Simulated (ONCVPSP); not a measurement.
What one change does to a pseudopotential (V (Z = 23), ONCV)

```json
{"Element": "vanadium (V)", "Generator": "ONCVPSP 4.0.1", "Type": "optimised norm-conserving Vanderbilt (ONCV)", "Functional": "PBE", "Relativity": "non-relativistic", "Frozen core": "[Ar]", "Valence charge": "5", "Reference configuration": "3d3 4s1.5 4p0.5", "Partial waves": "4s: rc 2.30 bohr, ncon 5, nbas 10, qcut 2.6 1/bohr, 2 projectors, debl 0.7 Ha; 4p: rc 3.00 bohr, ncon 4, nbas 8, qcut 3.1 1/bohr, 3 projectors, debl 1.1 Ha; 3d: rc 1.25 bohr, ncon 4, nbas 9, qcut 13.6 1/bohr, 2 projectors, debl 0.4 Ha", "Local potential": "polynomial inside 0.85 bohr (lpopt 4, dvloc0 3 Ha)", "Core correction": "Teter function, fcfact 4.75, rcfact 1.6"}
```

All-electron outer shells of the reference configuration (PBE, non-relativistic, ld1.x):

```
shell  level (eV)  outermost node (bohr)  outermost maximum (bohr)
   3s      -69.88                   0.38                      0.83
   3p      -44.62                   0.35                      0.85
   3d       -6.02                      –                      0.88
   4s       -5.07                   1.18                      2.76
   4p       -1.80                   1.30                      3.59
```

Change: functional LDA (Perdew-Zunger).

Cutoffs: the cutoffs (Ha) at which the residual kinetic energy of the hardest occupied pseudo-wave falls to 1 and 0.1 mHa per electron; they do not see the model core or the augmentation charge, which bear on the density cutoff. Errors are all-electron minus pseudo energies relative to the spin-unpolarised reference configuration.

Q: How do hardness, ghosts and transferability respond?

A: The potential gets neither clearly harder nor softer (61 Ha and 71 Ha → 61 Ha and 71 Ha); both files keep a bound ghost (s); of the 4 tests that both files solve, the error grows in 0 and shrinks in 3 by more than 15 % and 0.3 meV (median size 22.2 → 13.4 meV).

```tsv
quantity	base	changed
cutoff, loose	61 Ha	61 Ha
cutoff, tight	71 Ha	71 Ha
loose cutoff by channel	s 3.0 Ha, p 1.8 Ha, d 61 Ha	s 3.0 Ha, p 1.9 Ha, d 61 Ha
bound ghosts	s	s
GHOST(+) flags under 300 eV	p at 62.3 eV	p at 62.4 eV
error for 3d3 4s2 4p0, meV [ΔE -1.61 → -1.64 eV]	-2.9	-2.3
error for 3d3 4s1 4p0, meV [ΔE 6.04 → 6.22 eV]	-39	-25
error for 3d3 4s0 4p0, meV [ΔE 20.22 → 20.64 eV]	-283	-253
error for 3d3 4s1.5 4p0, meV [ΔE 1.44 → 1.50 eV]	-5.4	-2.3
s: phases at 2.33 bohr within 0.05 rad from the reference energy up to (Ha; the scan ends near 5)	2.6	2.6
p: phases at 3.05 bohr within 0.05 rad from the reference energy up to (Ha; the scan ends near 5)	to the end of the scan	to the end of the scan
d: phases at 1.27 bohr within 0.05 rad from the reference energy up to (Ha; the scan ends near 5)	to the end of the scan	to the end of the scan
rms error of d²Exc/dni dnj with the model core, mHa	7.29	7.58
```

 A true bound ghost makes a file unfit for plane-wave use even where its test errors are small: the radial tests pick states by their node count and pass the ghost by.
